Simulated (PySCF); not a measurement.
**Bond length, frequency and bond energy of NdN by level of theory**

State: quartet, about 3.4 electrons in the 4f shell (Mulliken), real f orbitals that mix terms. Set-up: basis Nd x2c-TZVPall, N x2c-TZVPall; spin-free X2C with a Gaussian nucleus; PySCF 2.14. De refers to Nd (4f4 6s2) + N in their high-spin ground configurations, without counterpoise correction. The functionals are run spin-unrestricted. A positive dipole means Nd(−)N(+). Levels whose curve was spin-contaminated or gave no clean fit are not listed.

```csv
Level,Re (Å),ωe (cm⁻¹),De (eV),μ (D),"CPU s a point (SCF and correlation, without the integrals)"
ROHF,1.732,985,n/a,-8.35,30
ROHF-MP2,1.798,786,n/a,n/a,41
ROHF-SCS-MP2,1.796,800,n/a,n/a,n/a
r²SCAN,1.745,896,4.66,-5.88,23
B3LYP,1.746,910,4.13,-7.04,17
PBE0,1.729,948,4.38,-6.92,18
```

(1) What does second-order correlation do here, going from ROHF to ROHF-MP2?

Correlated steps freeze 19 core orbitals. Spin–orbit coupling is left out, which matters for elements this heavy, above all for dissociation energies. The state is the lowest single determinant that the PBE0 search found; with open d or f shells the true ground state can be another one.

The whole job (state search and all levels along the bond) took about 14 min on 4 threads of Arm Neoverse V2 (shared host), peak memory 6.2 GiB.

## Answers

(1) ROHF-MP2 less ROHF: +6.6 pm in Re, -20.2 % in ωe. Correlation nearly always deepens the well. The bond lengthens, as in strong covalent bonds, where excitations into antibonding orbitals dominate.
